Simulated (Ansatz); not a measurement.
`C[Si](C)(S)Cl` + H–F → `C[Si](F)(S)Cl` + CH₄ at 600 K and 1 bar (ligand exchange at the Si–C bond).

Calculated with Ansatz (gas phase, PBE0-D4/def2-TZVP geometries, no zero-point term in ΔE). CBS: MP2 limit from def2 TZ/QZ plus the TZ coupled-cluster correction, frozen cores. This one scheme is used for every species. One conformer a species, not always the lowest.

```json
{"species": "`C[Si](C)(S)Cl`", "CCSD(T)/CBS energy (Eh)": "-1227.07199", "H − E (kJ/mol)": "297.7", "S (J/(mol·K))": "486.7"}
{"species": "H–F", "CCSD(T)/CBS energy (Eh)": "-100.39570", "H − E (kJ/mol)": "42.3", "S (J/(mol·K))": "194.0"}
{"species": "`C[Si](F)(S)Cl`", "CCSD(T)/CBS energy (Eh)": "-1287.05862", "H − E (kJ/mol)": "198.1", "S (J/(mol·K))": "451.5"}
{"species": "CH₄", "CCSD(T)/CBS energy (Eh)": "-40.46206", "H − E (kJ/mol)": "140.4", "S (J/(mol·K))": "215.7"}
```

H − E and S are ideal-gas, rigid-rotor, harmonic terms from PBE0-D4/def2-TZVP, for one conformer and one mirror image of each species. 1 Eh = 2625.50 kJ/mol, R = 8.31446 J/(mol·K).

Task: By hand: ΔE, ΔH, ΔS and ΔG.

Result: ΔE = (-1287.05862) + (-40.46206) − (-1227.07199) − (-100.39570) = -0.05299 Eh = -139.1 kJ/mol. Δ(H − E) = 198.1 + 140.4 − 297.7 − 42.3 = -1.5, so ΔH = -140.6 kJ/mol. ΔS = 451.5 + 215.7 − 486.7 − 194.0 = -13.5 J/(mol·K). ΔG = -140.6 − 600 × (-13.5)/1000 = -132.5 kJ/mol.

Task: By hand: the equilibrium constant, and the temperature at which ΔG would vanish if ΔH and ΔS stayed fixed.

Result: log₁₀ K = −ΔG/(RT ln 10) = 11.5. ΔG = 0 at ΔH/ΔS = 10415 K, far beyond where these terms or the molecules hold.

The number of gas molecules stays the same, so ΔS is small and ΔH decides. A doubt of 5 kJ/mol in ΔE shifts log₁₀ K by 0.4 here. Other conformers and mirror images would add mixing entropy, several J/(mol·K) or more a flexible species. These are equilibria of isolated gas molecules and say nothing of rates. Largest T1 diagnostic: 0.011 (customary marks: 0.02 for closed shells, 0.045 for open ones).
